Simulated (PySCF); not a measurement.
PySCF job for C3H6F2Si, SMILES F[SiH2][C@@H]1C[C@@H]1F, SMD-PBE0/6-31G*. Geometry optimised at PBE0-D3(BJ)/def2-SVP. The structure was generated by enumeration; whether it is a known compound was not checked. One conformer was computed; it need not be the lowest.

```python
import numpy as np
from pyscf import gto, scf, dft
from pyscf.solvent import smd

mol = gto.M(
    atom='''
    F     2.19226236   -0.71967363   -1.03065145
    Si    1.23509977   -0.02910747    0.09298977
    C    -0.49965656   -0.64687036   -0.16884250
    C    -1.50854286    0.21168956   -0.92147225
    C    -1.62737193    0.02563915    0.54060722
    F    -1.31573546    1.08053092    1.34512583
    H     1.76171614   -0.43886250    1.42374921
    H     1.30669124    1.44513709   -0.09118883
    H    -0.58817656   -1.73308576   -0.28852549
    H    -2.23307676   -0.27885308   -1.57665633
    H    -1.17248096    1.19547219   -1.26321785
    H    -2.44138390   -0.57276910    0.96195853
    ''',
    basis='6-31G*',
    charge=0,
    spin=0,
    max_memory=1600,
    verbose=3,
)
mf = dft.RKS(mol, xc='pbe0').density_fit(auxbasis='def2-universal-jkfit')
mf.grids.level = 3
mf.conv_tol = 1e-9
mf.max_cycle = 100
mf.kernel()
res = {}
for name in ['water', 'diethylether', 'dichloromethane']:
    s = mf.SMD()
    s.with_solvent.solvent, s.with_solvent.sasa_ng = name, 194
    s.kernel(mf.make_rdm1())
    res[name] = (s.e_tot, s.with_solvent.get_cds(), s.dip_moment(), s.mo_energy, s.converged)
    print(f'SMD {name}: dG(solv) = {(s.e_tot - mf.e_tot) * 627.509474:.3f} kcal/mol, of which CDS {res[name][1] * 627.509474:.3f}')
```

It prints:

```
converged SCF energy = -606.647180246946
converged SCF energy = -606.647952706635
Dipole moment(X, Y, Z, Debye): -2.44346, -0.98256, -0.19261
SMD water: dG(solv) = -0.485 kcal/mol, of which CDS 3.860
converged SCF energy = -606.653815982554
Dipole moment(X, Y, Z, Debye): -2.28655, -0.87956, -0.17101
SMD diethylether: dG(solv) = -4.164 kcal/mol, of which CDS -1.185
converged SCF energy = -606.654813494675
Dipole moment(X, Y, Z, Debye): -2.36871, -0.93106, -0.18290
SMD dichloromethane: dG(solv) = -4.790 kcal/mol, of which CDS -1.096
```

Self-consistency was reached.
